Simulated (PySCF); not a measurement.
A geometry optimisation, step by step.

Compound: C3H8BNO.
Bonds: C1–O2, O2–C3, O2–B4, B4–C5, C5–N6 (triple). Hydrogens: H7, H8, H9 on C1; H10, H11, H12 on C3; H13, H14 on B4.
Bond orders are those of one Lewis drawing.

Method: PBE0-D3(BJ)/def2-SVP geometry optimisation, gas phase (PySCF 2.14.0); density fitting, grid level 1; the optimiser is geomeTRIC in internal coordinates, started from a GFN2-xTB structure with every atom displaced at random (about 0.01 Å). The frame can shift and turn from step to step; on so coarse a grid that alone can change the energy by a few meV, and forces under 0.02 eV/Å are noise.

Step 0: E = -7439.5673 eV, largest atomic force 1.773 eV/Å
```
atom  x, y, z in Å  |  force x, y, z in eV/Å
C1     -1.355   -0.899   -0.232   -1.375   1.082   0.287
O2     -0.258   -0.038   -0.426    0.748  -0.021   0.533
C3     -0.500    1.274    0.061    1.155   0.145   0.938
B4      1.159   -0.706    0.191   -1.267  -0.036   0.161
C5      2.250    0.282   -0.179    0.417   0.243  -0.058
N6      3.081    1.044   -0.427    0.586   0.573  -0.225
H7     -1.126   -1.843   -0.673    0.302  -0.970  -0.374
H8     -2.227   -0.438   -0.750    0.274  -0.313   0.172
H9     -1.603   -1.002    0.846    0.225  -0.062  -0.255
H10     0.416    1.856   -0.118   -0.140  -0.062  -0.070
H11    -0.684    1.265    1.155   -0.021  -0.154  -0.250
H12    -1.324    1.721   -0.448   -0.951   0.334  -0.674
H13     1.210   -1.731   -0.387    0.101  -0.779  -0.369
H14     0.953   -0.798    1.381   -0.053   0.020   0.184
```

Step 1: E = -7439.6996 eV, largest atomic force 0.555 eV/Å
```
atom  x, y, z in Å  |  force x, y, z in eV/Å
C1     -1.113   -0.681   -0.182    0.254  -0.443  -0.218
O2     -0.008    0.201   -0.376   -0.165  -0.039  -0.023
C3     -0.231    1.504    0.161   -0.310   0.191  -0.180
B4      1.388   -0.488    0.018    0.170  -0.091  -0.126
C5      2.513    0.527   -0.410   -0.172  -0.135   0.072
N6      3.326    1.304   -0.695    0.072   0.074  -0.057
H7     -0.882   -1.608   -0.734   -0.078   0.262   0.078
H8     -2.026   -0.218   -0.565   -0.083   0.134  -0.097
H9     -1.214   -0.921    0.883   -0.043   0.020   0.194
H10     0.665    2.096   -0.043    0.100   0.036  -0.014
H11    -0.409    1.440    1.244    0.009  -0.002   0.051
H12    -1.103    1.947   -0.357    0.192  -0.104   0.149
H13     1.405   -1.530   -0.618    0.007   0.129   0.070
H14     1.330   -0.639    1.225    0.046  -0.032   0.100
```

Step 2: E = -7439.7093 eV, largest atomic force 0.081 eV/Å
```
atom  x, y, z in Å  |  force x, y, z in eV/Å
C1     -1.118   -0.687   -0.186    0.003  -0.017  -0.038
O2     -0.010    0.193   -0.366   -0.002  -0.028   0.076
C3     -0.232    1.503    0.164   -0.022   0.052  -0.024
B4      1.397   -0.492    0.030    0.072  -0.023  -0.016
C5      2.504    0.528   -0.418   -0.014  -0.008   0.024
N6      3.306    1.310   -0.724   -0.004   0.000  -0.023
H7     -0.892   -1.604   -0.741   -0.004   0.032  -0.006
H8     -2.016   -0.200   -0.590   -0.013  -0.027   0.007
H9     -1.244   -0.922    0.883   -0.013   0.033  -0.017
H10     0.669    2.090   -0.045   -0.002  -0.013   0.002
H11    -0.404    1.443    1.250    0.013   0.001   0.000
H12    -1.100    1.943   -0.346    0.012  -0.027   0.015
H13     1.417   -1.529   -0.601   -0.015   0.014   0.006
H14     1.361   -0.643    1.242   -0.011   0.010  -0.007
```

Step 3: E = -7439.7107 eV, largest atomic force 0.060 eV/Å
```
atom  x, y, z in Å  |  force x, y, z in eV/Å
C1     -1.120   -0.686   -0.190   -0.001   0.045  -0.013
O2     -0.008    0.192   -0.357   -0.008  -0.001   0.059
C3     -0.230    1.503    0.170    0.021  -0.011   0.003
B4      1.402   -0.493    0.038    0.011  -0.006   0.000
C5      2.503    0.525   -0.425    0.021   0.013   0.009
N6      3.299    1.306   -0.747   -0.016  -0.011  -0.010
H7     -0.890   -1.600   -0.746    0.006  -0.025  -0.009
H8     -2.014   -0.200   -0.603    0.006  -0.012   0.006
H9     -1.259   -0.919    0.878   -0.007   0.008  -0.015
H10     0.671    2.089   -0.044   -0.010  -0.003  -0.003
H11    -0.399    1.447    1.256    0.008   0.001  -0.003
H12    -1.100    1.939   -0.339   -0.022   0.007  -0.007
H13     1.416   -1.532   -0.590   -0.005  -0.014  -0.003
H14     1.369   -0.638    1.250   -0.005   0.010  -0.012
```

Step 4: E = -7439.7115 eV, largest atomic force 0.054 eV/Å
```
atom  x, y, z in Å  |  force x, y, z in eV/Å
C1     -1.122   -0.684   -0.195   -0.004   0.046  -0.015
O2     -0.006    0.191   -0.345    0.001   0.016   0.025
C3     -0.229    1.504    0.177    0.026  -0.045   0.014
B4      1.406   -0.495    0.047   -0.031   0.005  -0.001
C5      2.503    0.519   -0.435    0.021   0.009  -0.002
N6      3.293    1.296   -0.779   -0.008  -0.004   0.000
H7     -0.886   -1.598   -0.749    0.007  -0.027   0.005
H8     -2.009   -0.196   -0.622    0.005  -0.001  -0.001
H9     -1.280   -0.915    0.870    0.001  -0.010  -0.001
H10     0.670    2.091   -0.042   -0.005   0.005  -0.009
H11    -0.391    1.451    1.265    0.001   0.003  -0.002
H12    -1.102    1.935   -0.328   -0.018   0.014  -0.010
H13     1.412   -1.538   -0.573    0.001  -0.015  -0.001
H14     1.379   -0.629    1.260    0.004   0.004  -0.003
```

Step 5: E = -7439.7118 eV, largest atomic force 0.030 eV/Å
```
atom  x, y, z in Å  |  force x, y, z in eV/Å
C1     -1.123   -0.681   -0.199   -0.006   0.015  -0.009
O2     -0.005    0.191   -0.340    0.006   0.011   0.001
C3     -0.227    1.505    0.182    0.012  -0.026   0.009
B4      1.407   -0.496    0.052   -0.029   0.005  -0.003
C5      2.503    0.513   -0.441    0.011   0.000  -0.006
N6      3.291    1.288   -0.795   -0.001   0.001   0.004
H7     -0.883   -1.597   -0.748    0.003  -0.011   0.008
H8     -2.006   -0.193   -0.634    0.005   0.003  -0.003
H9     -1.293   -0.911    0.865    0.001  -0.007   0.003
H10     0.671    2.091   -0.043   -0.002   0.005  -0.006
H11    -0.384    1.454    1.270    0.000   0.001  -0.001
H12    -1.103    1.934   -0.321   -0.005   0.007  -0.003
H13     1.408   -1.543   -0.562    0.002  -0.006   0.003
H14     1.384   -0.622    1.266    0.005   0.001   0.002
```

Step 6: E = -7439.7119 eV, largest atomic force under 0.02 eV/Å
```
atom  x, y, z in Å  |  force x, y, z in eV/Å
C1     -1.125   -0.678   -0.201   -0.006  -0.008   0.001
O2     -0.005    0.192   -0.337    0.009   0.003  -0.013
C3     -0.224    1.505    0.184   -0.002  -0.001   0.005
B4      1.405   -0.497    0.054   -0.012   0.003  -0.002
C5      2.503    0.508   -0.444   -0.001  -0.005  -0.006
N6      3.291    1.280   -0.803    0.002   0.003   0.005
H7     -0.882   -1.598   -0.745    0.001   0.002   0.005
H8     -2.003   -0.190   -0.645    0.001   0.002  -0.003
H9     -1.302   -0.905    0.862    0.000   0.001   0.002
H10     0.672    2.092   -0.046    0.001   0.001  -0.002
H11    -0.378    1.455    1.273    0.001   0.000   0.000
H12    -1.103    1.935   -0.316    0.003  -0.001   0.001
H13     1.404   -1.547   -0.555    0.001   0.001   0.003
H14     1.385   -0.618    1.269    0.002   0.000   0.003
```

Question: Summarise the path.

Answer: The energy falls by 13.96 kJ/mol from step 0 to step 6; nine tenths of that is first reached at step 1. It falls at every step. The largest force goes from 1.773 to under 0.02 eV/Å. Among the bonds O2–B4 changes most, from 1.684 to 1.618 Å; the atoms move by 0.072 Å rms after alignment.

What follows is the cost of the whole optimisation. On Arm Neoverse V1, one thread, shared host, this took 42 s wall and 0.49 GiB of memory at its peak.
